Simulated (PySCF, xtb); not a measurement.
H₈NSi₂, SMILES [SiH3][NH2+][SiH3], charge +1.

GFN2-xTB in xtb at its own geometry gives an orbital gap of 5.45 eV.

Geometry optimised at PBE0-D3(BJ)/def2-SVP. The isomer is the one that the SMILES or the coordinates give; other isomers of the formula were not compared.

Question: What does PBE/def2-TZVPD run with PySCF give? (Estimate from the structure and the level; the computed values follow.)

Answer: gap 6.80 eV (levels -13.44 and -6.64 eV).
